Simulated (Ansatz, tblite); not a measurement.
Removing and adding an electron: the cluster PbBr₂ (the lowest singlet isomer of a short search). The state is a singlet with charge 0. Geometry: B3LYP-D4/def2-TZVP. Ansatz, gas phase; energy differences of separate SCF runs; the oxidised species was run as a doublet alone; the reduced species was run as a doublet alone.

```xyz
3

Pb    0.388   -0.920   -0.506
Br   -1.685    0.587   -1.120
Br    1.298    0.333    1.626
```

In the def2 sets Pb takes a core potential; there is no spin–orbit coupling. The xTB rows come from tblite. HOMO above LUMO, or a gap near zero within one spin, warns that the state may not be the lowest or that an electron is smeared out. The structure comes from a short search, and lower isomers may exist.

```json
{"level": "GFN1-xTB", "−HOMO (eV)": "9.64", "vertical IE (eV)": "13.63", "−LUMO (eV)": "6.81", "vertical EA (eV)": "3.47", "HOMO–LUMO gap (eV)": "2.83", "IE − EA (eV)": "10.16", "remarks": "–"}
{"level": "GFN2-xTB", "−HOMO (eV)": "11.09", "vertical IE (eV)": "14.17", "−LUMO (eV)": "8.65", "vertical EA (eV)": "5.57", "HOMO–LUMO gap (eV)": "2.44", "IE − EA (eV)": "8.59", "remarks": "–"}
{"level": "PBE-D4/def2-TZVP", "−HOMO (eV)": "6.71", "vertical IE (eV)": "9.48", "−LUMO (eV)": "3.89", "vertical EA (eV)": "–", "HOMO–LUMO gap (eV)": "2.82", "IE − EA (eV)": "–", "remarks": "gap within one spin near zero (+1 doublet)"}
{"level": "PBE-D4/def2-TZVPD", "−HOMO (eV)": "6.75", "vertical IE (eV)": "–", "−LUMO (eV)": "3.93", "vertical EA (eV)": "1.51", "HOMO–LUMO gap (eV)": "2.83", "IE − EA (eV)": "–", "remarks": "HOMO above zero (-1 doublet)"}
{"level": "r2SCAN-D4/def2-TZVP", "−HOMO (eV)": "7.02", "vertical IE (eV)": "9.68", "−LUMO (eV)": "3.80", "vertical EA (eV)": "–", "HOMO–LUMO gap (eV)": "3.22", "IE − EA (eV)": "–", "remarks": "–"}
{"level": "r2SCAN-D4/def2-TZVPD", "−HOMO (eV)": "7.05", "vertical IE (eV)": "–", "−LUMO (eV)": "3.82", "vertical EA (eV)": "1.68", "HOMO–LUMO gap (eV)": "3.23", "IE − EA (eV)": "–", "remarks": "HOMO above zero (-1 doublet)"}
{"level": "PBE0-D4/def2-TZVP", "−HOMO (eV)": "7.84", "vertical IE (eV)": "9.74", "−LUMO (eV)": "3.28", "vertical EA (eV)": "–", "HOMO–LUMO gap (eV)": "4.55", "IE − EA (eV)": "–", "remarks": "–"}
{"level": "PBE0-D4/def2-TZVPD", "−HOMO (eV)": "7.87", "vertical IE (eV)": "–", "−LUMO (eV)": "3.31", "vertical EA (eV)": "1.66", "HOMO–LUMO gap (eV)": "4.55", "IE − EA (eV)": "–", "remarks": "HOMO above zero (-1 doublet)"}
```

   A HOMO above zero means that the electron is unbound at that level or that self-interaction error raises the level; the energy of removing that electron tells which. Raw xTB energy differences between charge states are shifted by several eV; the methods need an empirical correction for them.
